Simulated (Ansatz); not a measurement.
Computed with Ansatz on PBE0-D4/def2-TZVP structures; ΔE is electronic, products minus reactants. CCSD(T)/CBS is the MP2 limit (def2-TZVPP, def2-QZVPP) plus CCSD(T) − MP2 in def2-TZVPP, frozen cores. This one scheme is used for every species, atoms too. DFT in def2-TZVPP. No spin–orbit coupling; open shells (•) take unrestricted orbitals. Spin–orbit coupling would lower the free atoms: a little for C, S, Si. Each species was taken in one conformer, which may not be the lowest.

Reaction (atomization): `C=C([SiH3])SC` → 3 C• + 8 H• + S• + Si•

```
             level  ΔE (eV)
           PBE0-D4    49.08
SCS-MP2/def2-QZVPP    48.88
```

(1) What does CCSD(T)/CBS give? (Best estimate.)

Largest T1 diagnostic among the species: 0.012.

Answers

(1) Computed: +48.89 eV. The listed levels differ from it by 0.19, -0.01 eV.

From PBE to PBE0 (25 % exact exchange), in def2-TZVPP and without D4, ΔE moves by −0.58 eV: exact exchange takes away binding that semilocal exchange gives to molecules. In def2-TZVPP, CCSD(T) changes the Hartree–Fock value by +11.43 eV (the triples alone add +0.71 eV) and MP2 by +11.87 eV; breaking electron pairs costs correlation energy, which Hartree–Fock lacks. The D4 term adds +0.54 eV with B3LYP and +0.29 eV with PBE0; it sums over pairs of atoms, weighted by their polarisabilities, and B3LYP, whose exchange is more repulsive, gets the larger term.

B3LYP here is the variant with VWN-RPA as its local correlation; programs differ in this.

For atomizations the MP2-based limit and the directly extrapolated one differ by several kJ/mol either way, and by 10 to 25 for some Ge, Se and Sn compounds, so smaller differences from it don't rank the levels.
